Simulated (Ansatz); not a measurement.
Molecule: YI, charge 0, multiplicity 1. 
Coordinates optimised at B3LYP-D3(BJ)/def2-TZVP (Ansatz, a first-principles code):
```xyz
2

Y      0.0000     0.0000    -1.6070
I      0.0000     0.0000     1.1825
```

Dipole moments at this geometry, in debye (magnitudes).

```csv
level,program,dipole (D)
SVWN5/def2-TZVPD,Ansatz,2.44
BLYP/def2-TZVPD,Ansatz,2.50
r2SCAN/def2-TZVPD,Ansatz,2.64
B97M-V/def2-TZVPD,Ansatz,2.45
PBE0/def2-TZVPD,Ansatz,2.72
r2SCANh/def2-TZVPD,Ansatz,2.76
CAM-B3LYP/def2-TZVPD,Ansatz,3.12
wB97M-V/def2-TZVPD,Ansatz,3.22
CCSD(T)/def2-SVPD,Ansatz,2.31
```
